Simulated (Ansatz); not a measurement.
K₂Bi⁻. The state is a singlet with charge -1. Geometry PBE-D4/def2-TZVPD, that of the charge -1 singlet.

```csv
atom,x (Å),y (Å),z (Å)
K1,2.086,0.129,-1.287
K2,-0.915,-0.603,2.196
Bi3,-1.172,0.474,-0.910
```

In the def2 sets Bi takes a core potential; there is no spin–orbit coupling. At PBE-D4/def2-TZVPD, r2SCAN-D4/def2-TZVPD, PBE0-D4/def2-TZVPD the unrestricted singlet has broken spin symmetry (⟨S²⟩ up to 1.04). At PBE-D4/def2-TZVPD, r2SCAN-D4/def2-TZVPD, PBE0-D4/def2-TZVPD the highest occupied level of the charge -1 singlet lies above zero (up to 0.62 eV). Its loss leaves the charge 0 doublet, which lies 0.65 eV higher (vertical, at PBE-D4/def2-TZVPD), but this difference is unsure: the doublet is doubtful (geometry relaxed on an unsound state). The order of the spin states hangs on the level: the triplet lies 0.07 eV below the singlet at PBE0-D4/def2-TZVPD, but 0.02 eV above it at PBE-D4/def2-TZVPD. The structure comes from a short search, and lower isomers may exist.

(1) Estimate the orbital energies around the gap (eV) in Ansatz with PBE-D4/def2-TZVPD, r2SCAN-D4/def2-TZVPD, PBE0-D4/def2-TZVPD.

Answers

(1) 
```
orbital  PBE-D4/def2-TZVPD  r2SCAN-D4/def2-TZVPD  PBE0-D4/def2-TZVPD
 HOMO−5             -14.95                -15.79              -17.18
 HOMO−4             -14.93                -15.77              -17.16
 HOMO−3              -8.48                 -8.61               -9.79
 HOMO−2               0.10                  0.06               -0.65
 HOMO−1               0.21                  0.19               -0.42
   HOMO               0.62                  0.54                0.25
   LUMO               0.89                  0.93                1.06
 LUMO+1               1.05                  0.99                1.35
 LUMO+2               1.68                  1.57                1.72
 LUMO+3               1.90                  1.90                2.06
 LUMO+4               1.99                  1.99                2.09
 LUMO+5               2.02                  2.05                2.11
 β HOMO               0.62                  0.21               -0.64
 β LUMO               0.89                  1.03                1.27
```
